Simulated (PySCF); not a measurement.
# UHF on Rh⁺ (rhodium, charge +1)

Configuration: [Kr] 4d8, high-spin 3F determinant. All numbers are calculated (PySCF 2.14, scalar relativity through the core potential, in aug-cc-pVTZ-PP with one added diffuse shell each of s, p, d, f, g type with ECP28MDF (7s7p6d4f3g, 113 functions)).

* Total energy: -109.158288 hartree
* One-electron energy: -188.7913 hartree
* Hartree (Coulomb) energy: 90.1989 hartree
* Exchange energy: -10.5659 hartree
* ⟨S²⟩: 2.0046
* ⟨L²⟩: 12.055
* Sum of ⟨r⟩: 20.92 bohr
* Sum of ⟨r²⟩: 32.98 bohr²

| shell | electrons | mean orbital energy (hartree) | spread (hartree) | rms radius, mean of both spins (bohr) |
| --- | --- | --- | --- | --- |
| 4s α | 1 | -4.06580 | 0 | 1.06 |
| 4s β | 1 | -3.93314 | 0 | 1.06 |
| 4p α | 3 | -2.71860 | 0 | 1.17 |
| 4p β | 3 | -2.55176 | 0 | 1.17 |
| 4d α | 5 | -0.73773 | 0.04257 | 1.68 |
| 4d β | 3 | -0.67553 | 0 | 1.68 |

Energies and moments cover only the electrons outside the core potential.
